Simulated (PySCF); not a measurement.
Radial density of Tc (technetium, neutral)

r2SCAN, [Kr] 4d7, high-spin 4F determinant (an excited configuration). Calculation: PySCF 2.14, in x2c-QZVPPall; the spin-free X2C one-electron Hamiltonian (Gaussian nucleus).

```json
{"r (bohr)": "0.0340", "4πr²ρ (e/bohr)": "50.45", "4πr²(ρα − ρβ)": "-0.0028"}
{"r (bohr)": "0.0572", "4πr²ρ (e/bohr)": "47.88", "4πr²(ρα − ρβ)": "-0.0016"}
{"r (bohr)": "0.0962", "4πr²ρ (e/bohr)": "66.68", "4πr²(ρα − ρβ)": "0.0436"}
{"r (bohr)": "0.162", "4πr²ρ (e/bohr)": "51.25", "4πr²(ρα − ρβ)": "0.2434"}
{"r (bohr)": "0.272", "4πr²ρ (e/bohr)": "48.33", "4πr²(ρα − ρβ)": "0.3826"}
{"r (bohr)": "0.458", "4πr²ρ (e/bohr)": "37.45", "4πr²(ρα − ρβ)": "0.0212"}
{"r (bohr)": "0.770", "4πr²ρ (e/bohr)": "12.23", "4πr²(ρα − ρβ)": "0.6247"}
{"r (bohr)": "1.29", "4πr²ρ (e/bohr)": "10.63", "4πr²(ρα − ρβ)": "1.8814"}
{"r (bohr)": "2.18", "4πr²ρ (e/bohr)": "2.833", "4πr²(ρα − ρβ)": "0.9871"}
{"r (bohr)": "3.66", "4πr²ρ (e/bohr)": "0.4917", "4πr²(ρα − ρβ)": "0.1462"}
{"r (bohr)": "6.16", "4πr²ρ (e/bohr)": "0.03936", "4πr²(ρα − ρβ)": "0.0006"}
{"r (bohr)": "10.4", "4πr²ρ (e/bohr)": "0.0004053", "4πr²(ρα − ρβ)": "-0.0001"}
```

Densities and radii are taken from the X2C orbitals without a picture-change correction, which distorts them close to the nucleus.

(1) Where is the radial spin density 4πr²(ρα − ρβ) most negative, and why is it negative at all?

Answers

(1) Around r = 0.0340 bohr, down to -0.0028 e/bohr: exchange with the open shell polarises the paired shells in an unrestricted calculation.
